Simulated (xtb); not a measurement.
WOF₃, SMILES [O]=[W+]([F])([F])[F], charge +1, multiplicity 1. All values are semi-empirical tight-binding results from xtb (GFN2-xTB unless named), good for trends rather than for accurate numbers. The structure is a stationary point at GFN2-xTB. The spin state was assumed, not searched. The isomer is the one that the SMILES or the coordinates give; other isomers of the formula were not compared.

Optimised geometry:

Bonds (Å): W1–O2 1.672, W1–F3 1.786, W1–F4 1.786, W1–F5 1.786. Angles (°): O2–W1–F3 113.4, O2–W1–F4 113.4, O2–W1–F5 113.4, F3–W1–F4 105.3, F3–W1–F5 105.3, F4–W1–F5 105.3.
Charge +1, spin multiplicity 1.

For metal compounds this method's bond lengths and energies can be far off.

```yaml
point_group_as_xtb_finds_it: C3v
orbital_gap: 4.67 eV
zero_point_energy: 4.7 kcal/mol
G − E(el) at 298.15 K (modified RRHO): -14.8 kcal/mol
```

**Question.** Give the atomic charges and the Wiberg bond orders between heavy atoms. (An estimate is asked for; the answer gives what the named calculation found.)

**Answer.** charges (e) W1 1.73, O2 -0.30, F3 -0.15, F4 -0.15, F5 -0.15. Bond orders W1–O2 2.23, W1–F3 1.17, W1–F4 1.17, W1–F5 1.17.
